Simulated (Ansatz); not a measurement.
A short molecular-dynamics run on (FAlNH)4 cubane (Al₄N₄F₄H₄).

```yaml
crystal:
  periodic: [false, false, false]
  atoms:
    - {symbol: Al, position_ang: [-0.803543, 1.464738, 0.043285]}
    - {symbol: F, position_ang: [-1.610864, 2.935411, 0.086306]}
    - {symbol: N, position_ang: [-1.167982, -0.038270, 1.203634]}
    - {symbol: Al, position_ang: [-1.091028, -1.224634, -0.320943]}
    - {symbol: F, position_ang: [-2.186201, -2.454733, -0.643367]}
    - {symbol: N, position_ang: [-0.733832, 0.279106, -1.482562]}
    - {symbol: Al, position_ang: [1.163379, 0.038040, -1.199188]}
    - {symbol: F, position_ang: [2.332003, 0.076497, -2.403075]}
    - {symbol: N, position_ang: [1.095037, 1.229437, 0.322257]}
    - {symbol: Al, position_ang: [0.731117, -0.278162, 1.476818]}
    - {symbol: F, position_ang: [1.464895, -0.557300, 2.960110]}
    - {symbol: N, position_ang: [0.806716, -1.470282, -0.043373]}
    - {symbol: H, position_ang: [-1.880942, -0.061453, 1.939215]}
    - {symbol: H, position_ang: [-1.182224, 0.449855, -2.387945]}
    - {symbol: H, position_ang: [1.764168, 1.980146, 0.518805]}
    - {symbol: H, position_ang: [1.299291, -2.368387, -0.069976]}
basis:
  gaussian: {orbitals: def2-SVP}
magnetization: {spin_polarized: true, initial_magnetization: 0}
hamiltonian: {xc: {name: r2SCAN}, dispersion: d3bjatm}
md: {timestep: 0.5 fs, n_steps: 25, ensemble: nvt_nose_hoover, temperature: 1000, initial_velocities: maxwell_boltzmann, seed: 617}
scf: {omitted_lower_state_checks: [starts]}
```

```sh
$ ansatz run in.yaml --threads 2 --pin off --events-out ev --progress --plain --max-ram 32768MiB --backend cuda --devices 0, --max-vram 18GiB
```

```tsv
step	time (fs)	potential energy (eV)	kinetic (eV)	T (K)	conserved (eV)
0	0.0	-43269.2241	1.8096	1000	-43267.4145
1	0.5	-43269.2162	1.8017	996	-43267.4144
2	1.0	-43269.1888	1.7746	981	-43267.4142
3	1.5	-43269.1456	1.7317	957	-43267.4139
4	2.0	-43269.0911	1.6774	927	-43267.4137
5	2.5	-43269.0291	1.6156	893	-43267.4135
6	3.0	-43268.9619	1.5484	856	-43267.4136
7	3.5	-43268.8890	1.4754	815	-43267.4137
8	4.0	-43268.8086	1.3949	771	-43267.4138
9	4.5	-43268.7188	1.3051	721	-43267.4138
10	5.0	-43268.6193	1.2059	666	-43267.4137
11	5.5	-43268.5130	1.1000	608	-43267.4133
12	6.0	-43268.4052	0.9928	549	-43267.4129
13	6.5	-43268.3028	0.8908	492	-43267.4125
14	7.0	-43268.2118	0.8002	442	-43267.4123
15	7.5	-43268.1359	0.7244	400	-43267.4122
16	8.0	-43268.0754	0.6639	367	-43267.4124
17	8.5	-43268.0283	0.6168	341	-43267.4126
18	9.0	-43267.9917	0.5802	321	-43267.4127
19	9.5	-43267.9633	0.5520	305	-43267.4127
20	10.0	-43267.9429	0.5319	294	-43267.4126
21	10.5	-43267.9324	0.5217	288	-43267.4124
22	11.0	-43267.9346	0.5243	290	-43267.4122
23	11.5	-43267.9524	0.5424	300	-43267.4122
24	12.0	-43267.9867	0.5769	319	-43267.4123
25	12.5	-43268.0357	0.6259	346	-43267.4126
```

Velocities are drawn at the set temperature; a run this short doesn't reach equilibrium.

Frames (Å, forces in eV/Å):

```xyz
16
time=0.0 fs
Al   -0.804    1.465    0.043   -0.050    0.088    0.002
F    -1.611    2.935    0.086    0.185   -0.336   -0.010
N    -1.168   -0.038    1.204    0.066    0.003   -0.065
Al   -1.091   -1.225   -0.321   -0.065   -0.075   -0.020
F    -2.186   -2.455   -0.643    0.250    0.281    0.074
N    -0.734    0.279   -1.483    0.040   -0.015    0.082
Al    1.163    0.038   -1.199    0.071    0.003   -0.072
F     2.332    0.076   -2.403   -0.267   -0.009    0.275
N     1.095    1.229    0.322   -0.060   -0.069   -0.019
Al    0.731   -0.278    1.477    0.043   -0.016    0.090
F     1.465   -0.557    2.960   -0.168    0.064   -0.339
N     0.807   -1.470   -0.043   -0.045    0.081    0.002
H    -1.881   -0.061    1.939    0.178    0.006   -0.184
H    -1.182    0.450   -2.388    0.112   -0.043    0.226
H     1.764    1.980    0.519   -0.167   -0.187   -0.049
H     1.299   -2.368   -0.070   -0.123    0.224    0.007
16
time=0.5 fs
Al   -0.807    1.470    0.048    0.181   -0.291   -0.171
F    -1.608    2.932    0.086    0.044   -0.080    0.019
N    -1.167   -0.042    1.199   -0.124    0.095    0.144
Al   -1.095   -1.225   -0.317    0.132   -0.036   -0.167
F    -2.185   -2.455   -0.640    0.175    0.207    0.068
N    -0.736    0.278   -1.483   -0.046    0.113   -0.145
Al    1.166    0.040   -1.202   -0.144   -0.064    0.095
F     2.335    0.074   -2.398   -0.151    0.011    0.139
N     1.097    1.227    0.320   -0.341   -0.193   -0.066
Al    0.727   -0.275    1.473    0.272   -0.165    0.220
F     1.466   -0.560    2.960   -0.256    0.107   -0.477
N     0.813   -1.472   -0.048   -0.241    0.304    0.019
H    -1.881   -0.056    1.939    0.286   -0.020   -0.287
H    -1.173    0.459   -2.401    0.214   -0.125    0.536
H     1.755    1.978    0.513    0.067    0.044    0.029
H     1.310   -2.363   -0.090   -0.071    0.093    0.043
16
time=1.5 fs
Al   -0.815    1.480    0.057    0.656   -1.087   -0.500
F    -1.604    2.926    0.084   -0.261    0.477    0.073
N    -1.164   -0.048    1.191   -0.412    0.293    0.475
Al   -1.103   -1.227   -0.308    0.519    0.041   -0.467
F    -2.183   -2.455   -0.634    0.022    0.053    0.055
N    -0.742    0.275   -1.485   -0.114    0.340   -0.440
Al    1.172    0.045   -1.209   -0.582   -0.197    0.435
F     2.341    0.068   -2.387    0.096    0.048   -0.141
N     1.100    1.222    0.316   -0.856   -0.415   -0.146
Al    0.719   -0.269    1.466    0.722   -0.459    0.461
F     1.467   -0.565    2.960   -0.423    0.192   -0.730
N     0.827   -1.475   -0.057   -0.616    0.729    0.066
H    -1.880   -0.046    1.935    0.407   -0.079   -0.396
H    -1.152    0.477   -2.424    0.312   -0.265    0.981
H     1.737    1.976    0.501    0.498    0.487    0.172
H     1.333   -2.352   -0.128    0.032   -0.158    0.102
16
time=2.5 fs
Al   -0.823    1.491    0.066    1.138   -1.910   -0.806
F    -1.599    2.920    0.082   -0.586    1.075    0.118
N    -1.162   -0.054    1.183   -0.546    0.498    0.651
Al   -1.110   -1.228   -0.300    0.888    0.119   -0.770
F    -2.180   -2.454   -0.627   -0.133   -0.105    0.039
N    -0.747    0.272   -1.487   -0.032    0.497   -0.429
Al    1.177    0.050   -1.215   -1.018   -0.327    0.772
F     2.347    0.063   -2.376    0.353    0.081   -0.425
N     1.103    1.216    0.312   -1.131   -0.392   -0.155
Al    0.710   -0.264    1.459    1.154   -0.743    0.673
F     1.468   -0.570    2.959   -0.576    0.272   -0.952
N     0.840   -1.478   -0.067   -0.912    1.024    0.118
H    -1.874   -0.037    1.928    0.369   -0.138   -0.341
H    -1.128    0.492   -2.437    0.252   -0.341    1.102
H     1.723    1.978    0.491    0.702    0.688    0.246
H     1.355   -2.343   -0.166    0.078   -0.298    0.157
16
time=3.5 fs
Al   -0.830    1.500    0.075    1.606   -2.724   -1.081
F    -1.595    2.915    0.081   -0.915    1.685    0.155
N    -1.160   -0.060    1.175   -0.530    0.694    0.677
Al   -1.118   -1.229   -0.292    1.233    0.195   -1.070
F    -2.178   -2.454   -0.621   -0.287   -0.262    0.021
N    -0.752    0.270   -1.489    0.177    0.558   -0.085
Al    1.182    0.054   -1.220   -1.436   -0.451    1.091
F     2.353    0.057   -2.365    0.609    0.110   -0.700
N     1.105    1.211    0.308   -1.070    0.022   -0.069
Al    0.703   -0.258    1.452    1.561   -1.013    0.860
F     1.469   -0.575    2.958   -0.711    0.346   -1.140
N     0.852   -1.480   -0.076   -1.084    1.124    0.157
H    -1.866   -0.028    1.917    0.182   -0.185   -0.132
H    -1.103    0.503   -2.440    0.058   -0.331    0.869
H     1.716    1.986    0.483    0.583    0.500    0.226
H     1.378   -2.336   -0.202    0.023   -0.265    0.223
16
time=4.0 fs
Al   -0.833    1.504    0.080    1.829   -3.115   -1.207
F    -1.593    2.913    0.080   -1.076    1.985    0.170
N    -1.159   -0.063    1.171   -0.482    0.784    0.650
Al   -1.121   -1.230   -0.289    1.395    0.231   -1.218
F    -2.177   -2.454   -0.618   -0.361   -0.340    0.012
N    -0.755    0.269   -1.490    0.315    0.550    0.200
Al    1.185    0.056   -1.223   -1.632   -0.511    1.239
F     2.356    0.054   -2.360    0.732    0.122   -0.831
N     1.106    1.208    0.306   -0.942    0.349    0.001
Al    0.699   -0.255    1.448    1.752   -1.141    0.944
F     1.469   -0.578    2.957   -0.771    0.380   -1.222
N     0.858   -1.480   -0.080   -1.125    1.106    0.167
H    -1.861   -0.025    1.911    0.051   -0.203    0.013
H    -1.089    0.508   -2.439   -0.075   -0.292    0.632
H     1.715    1.992    0.480    0.430    0.284    0.188
H     1.389   -2.334   -0.219   -0.040   -0.191    0.265
16
time=5.0 fs
Al   -0.840    1.512    0.088    2.241   -3.839   -1.434
F    -1.589    2.909    0.079   -1.378    2.552    0.192
N    -1.157   -0.069    1.164   -0.368    0.949    0.580
Al   -1.128   -1.231   -0.281    1.694    0.297   -1.505
F    -2.175   -2.454   -0.611   -0.501   -0.487   -0.007
N    -0.760    0.267   -1.492    0.611    0.475    0.911
Al    1.189    0.061   -1.228   -1.989   -0.623    1.502
F     2.363    0.049   -2.350    0.960    0.145   -1.068
N     1.107    1.202    0.301   -0.616    1.083    0.159
Al    0.692   -0.251    1.442    2.107   -1.379    1.089
F     1.469   -0.583    2.955   -0.878    0.442   -1.360
N     0.869   -1.481   -0.089   -1.150    0.995    0.173
H    -1.850   -0.020    1.900   -0.223   -0.227    0.315
H    -1.063    0.516   -2.431   -0.368   -0.161    0.001
H     1.716    2.006    0.475    0.062   -0.236    0.093
H     1.412   -2.331   -0.252   -0.205    0.016    0.359
16
time=6.0 fs
Al   -0.845    1.519    0.096    2.585   -4.443   -1.629
F    -1.586    2.906    0.078   -1.634    3.036    0.205
N    -1.156   -0.073    1.157   -0.327    1.097    0.598
Al   -1.134   -1.232   -0.275    1.953    0.346   -1.776
F    -2.173   -2.455   -0.605   -0.626   -0.622   -0.025
N    -0.765    0.266   -1.493    0.858    0.376    1.587
Al    1.193    0.065   -1.233   -2.286   -0.723    1.712
F     2.370    0.044   -2.340    1.153    0.163   -1.265
N     1.107    1.198    0.297   -0.353    1.711    0.298
Al    0.686   -0.246    1.436    2.421   -1.590    1.204
F     1.469   -0.587    2.953   -0.964    0.495   -1.465
N     0.879   -1.481   -0.098   -1.159    0.877    0.178
H    -1.842   -0.017    1.892   -0.408   -0.244    0.523
H    -1.041    0.521   -2.424   -0.616   -0.017   -0.615
H     1.716    2.017    0.471   -0.234   -0.670    0.017
H     1.433   -2.327   -0.281   -0.361    0.206    0.452
16
time=7.0 fs
Al   -0.850    1.524    0.103    2.834   -4.876   -1.793
F    -1.584    2.905    0.077   -1.819    3.392    0.212
N    -1.155   -0.077    1.151   -0.446    1.235    0.801
Al   -1.139   -1.233   -0.269    2.168    0.372   -2.026
F    -2.172   -2.456   -0.599   -0.733   -0.738   -0.039
N    -0.769    0.264   -1.493    0.968    0.351    1.896
Al    1.195    0.068   -1.237   -2.511   -0.808    1.860
F     2.378    0.038   -2.332    1.298    0.179   -1.410
N     1.108    1.194    0.293   -0.258    2.073    0.389
Al    0.681   -0.242    1.430    2.688   -1.769    1.283
F     1.468   -0.591    2.949   -1.030    0.539   -1.539
N     0.889   -1.481   -0.107   -1.213    0.841    0.205
H    -1.837   -0.016    1.889   -0.412   -0.266    0.536
H    -1.025    0.527   -2.422   -0.730    0.046   -0.884
H     1.715    2.023    0.468   -0.353   -0.863   -0.011
H     1.450   -2.321   -0.306   -0.449    0.291    0.519
16
time=8.0 fs
Al   -0.853    1.527    0.109    2.969   -5.101   -1.930
F    -1.583    2.905    0.076   -1.915    3.583    0.216
N    -1.154   -0.080    1.145   -0.715    1.361    1.181
Al   -1.144   -1.234   -0.263    2.335    0.372   -2.249
F    -2.171   -2.457   -0.592   -0.817   -0.831   -0.050
N    -0.772    0.264   -1.492    0.922    0.457    1.672
Al    1.197    0.072   -1.240   -2.654   -0.875    1.936
F     2.386    0.033   -2.323    1.383    0.193   -1.495
N     1.108    1.192    0.289   -0.362    2.108    0.423
Al    0.677   -0.239    1.425    2.905   -1.913    1.326
F     1.467   -0.595    2.945   -1.075    0.573   -1.582
N     0.897   -1.480   -0.115   -1.342    0.925    0.272
H    -1.837   -0.017    1.890   -0.240   -0.293    0.356
H    -1.015    0.533   -2.428   -0.689   -0.029   -0.637
H     1.711    2.020    0.464   -0.265   -0.762    0.018
H     1.463   -2.313   -0.326   -0.439    0.234    0.544
16
time=8.5 fs
Al   -0.855    1.528    0.112    2.991   -5.129   -1.990
F    -1.583    2.906    0.075   -1.926    3.610    0.218
N    -1.154   -0.081    1.143   -0.875    1.414    1.406
Al   -1.146   -1.234   -0.261    2.402    0.363   -2.348
F    -2.170   -2.457   -0.589   -0.850   -0.868   -0.054
N    -0.774    0.263   -1.491    0.859    0.549    1.403
Al    1.198    0.073   -1.242   -2.692   -0.903    1.945
F     2.391    0.031   -2.320    1.401    0.200   -1.513
N     1.108    1.192    0.288   -0.486    2.005    0.420
Al    0.675   -0.238    1.422    2.992   -1.971    1.333
F     1.466   -0.597    2.943   -1.090    0.586   -1.593
N     0.901   -1.479   -0.120   -1.436    1.010    0.322
H    -1.837   -0.019    1.892   -0.117   -0.306    0.222
H    -1.013    0.536   -2.434   -0.627   -0.109   -0.362
H     1.707    2.015    0.462   -0.148   -0.606    0.053
H     1.468   -2.308   -0.334   -0.396    0.154    0.539
16
time=9.5 fs
Al   -0.857    1.528    0.118    2.942   -5.011   -2.092
F    -1.583    2.910    0.074   -1.874    3.521    0.223
N    -1.154   -0.083    1.139   -1.167    1.488    1.835
Al   -1.149   -1.235   -0.257    2.499    0.334   -2.518
F    -2.170   -2.459   -0.583   -0.895   -0.920   -0.057
N    -0.776    0.263   -1.489    0.705    0.750    0.756
Al    1.198    0.076   -1.244   -2.702   -0.943    1.905
F     2.400    0.026   -2.313    1.385    0.214   -1.502
N     1.108    1.192    0.284   -0.838    1.615    0.379
Al    0.672   -0.236    1.418    3.124   -2.059    1.322
F     1.464   -0.601    2.937   -1.104    0.604   -1.593
N     0.909   -1.477   -0.128   -1.663    1.232    0.447
H    -1.839   -0.025    1.898    0.127   -0.322   -0.047
H    -1.013    0.541   -2.447   -0.476   -0.293    0.286
H     1.700    2.003    0.459    0.195   -0.134    0.154
H     1.476   -2.297   -0.347   -0.257   -0.076    0.501
16
time=10.5 fs
Al   -0.857    1.527    0.123    2.779   -4.676   -2.175
F    -1.584    2.915    0.074   -1.730    3.254    0.231
N    -1.155   -0.083    1.135   -1.337    1.505    2.138
Al   -1.152   -1.235   -0.254    2.553    0.297   -2.645
F    -2.170   -2.461   -0.576   -0.913   -0.942   -0.055
N    -0.778    0.263   -1.486    0.573    0.897    0.218
Al    1.198    0.079   -1.246   -2.620   -0.965    1.788
F     2.411    0.021   -2.306    1.301    0.230   -1.428
N     1.107    1.193    0.281   -1.220    1.136    0.324
Al    0.671   -0.234    1.414    3.193   -2.111    1.281
F     1.461   -0.604    2.931   -1.098    0.611   -1.563
N     0.915   -1.474   -0.136   -1.890    1.447    0.585
H    -1.840   -0.034    1.903    0.284   -0.316   -0.226
H    -1.017    0.543   -2.458   -0.347   -0.435    0.816
H     1.695    1.989    0.457    0.572    0.389    0.265
H     1.481   -2.287   -0.354   -0.099   -0.321    0.446
16
time=11.5 fs
Al   -0.857    1.524    0.127    2.519   -4.155   -2.237
F    -1.586    2.922    0.073   -1.509    2.836    0.242
N    -1.157   -0.083    1.134   -1.332    1.458    2.246
Al   -1.153   -1.236   -0.251    2.566    0.261   -2.724
F    -2.171   -2.464   -0.570   -0.902   -0.932   -0.047
N    -0.780    0.264   -1.482    0.499    0.936   -0.038
Al    1.196    0.081   -1.247   -2.451   -0.970    1.600
F     2.421    0.016   -2.301    1.152    0.248   -1.301
N     1.105    1.195    0.279   -1.439    0.838    0.307
Al    0.670   -0.234    1.410    3.196   -2.126    1.214
F     1.458   -0.607    2.924   -1.070    0.606   -1.504
N     0.920   -1.470   -0.143   -2.044    1.541    0.703
H    -1.838   -0.046    1.907    0.300   -0.286   -0.250
H    -1.025    0.541   -2.461   -0.278   -0.484    1.053
H     1.695    1.979    0.458    0.789    0.701    0.330
H     1.484   -2.280   -0.357    0.003   -0.472    0.405
16
time=12.5 fs
Al   -0.856    1.519    0.130    2.185   -3.493   -2.277
F    -1.589    2.930    0.073   -1.234    2.307    0.255
N    -1.160   -0.081    1.134   -1.152    1.355    2.149
Al   -1.154   -1.236   -0.250    2.540    0.232   -2.754
F    -2.171   -2.467   -0.564   -0.864   -0.892   -0.035
N    -0.781    0.265   -1.479    0.499    0.857    0.042
Al    1.194    0.083   -1.247   -2.205   -0.956    1.352
F     2.433    0.011   -2.296    0.950    0.267   -1.130
N     1.102    1.197    0.276   -1.348    0.909    0.374
Al    0.671   -0.234    1.407    3.133   -2.105    1.122
F     1.454   -0.610    2.916   -1.020    0.588   -1.412
N     0.923   -1.465   -0.151   -2.067    1.434    0.779
H    -1.833   -0.061    1.908    0.174   -0.242   -0.113
H    -1.036    0.535   -2.454   -0.285   -0.427    0.944
H     1.702    1.976    0.461    0.701    0.613    0.302
H     1.488   -2.277   -0.357   -0.008   -0.449    0.399
```

It took 2.1 min on 2 threads of AMD EPYC 7R13 on a shared host and a share (18 GiB) of an NVIDIA H100 80GB HBM3, peak host memory 1.1 GiB.
